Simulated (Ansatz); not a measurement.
Job for Ansatz (a program for electronic structure): R-B97M-V/def2-TZVPP on HCl (SMILES Cl).

Ansatz 0.2 input:
```yaml
crystal:
  periodic: [false, false, false]
  atoms:
    - {symbol: Cl, position_ang: [0.64097606, 0.00000000, 0.00000000]}
    - {symbol: H, position_ang: [-0.64097606, -0.00000000, -0.00000000]}
basis:
  gaussian:
    orbitals: def2-TZVPP
hamiltonian:
  xc: {name: B97M-V}
scf: {lower_state_search: off}
```

Program output:

```
WARN ansatz: RAYON_NUM_THREADS=1 ignored (pool sized by the plan → 1); use --threads N
Functional definition: B97M-V
these checks for a lower state are left out or cut short: stability, starts, cluster_reference, orbital_swaps, neighbouring_geometries, increment
integrals: 0.01 GiB planned
353 factors; their error is unknown
mean field: 0.11 GiB planned
mean field evaluation 1: about -12535.9775 eV, gradient 1.0e1 eV
mean field evaluation 2: about -12536.0480 eV, gradient 9.8e0 eV
mean field evaluation 4: about -12536.2324 eV, gradient 3.3e-1 eV
mean field evaluation 8: about -12536.2257 eV, gradient 1.1e-3 eV
mean field -12536.22572852 eV, -460.6977981641 hartree, gradient 1.1e-6 eV, S^2 0.000000; 0 other end points of the search recorded, 0 dependent functions left out
reference -12536.22575667 eV, -460.6977991987 hartree; 9, 9 occupied and 47, 47 virtual orbitals, 353 factors
Total energy: -12536.22575667 eV, -460.6977991987 hartree
Checks for a lower state left out: stability, starts, cluster_reference, orbital_swaps, neighbouring_geometries, increment
```

The run converged.

Cost: very roughly 0.6 core-seconds.
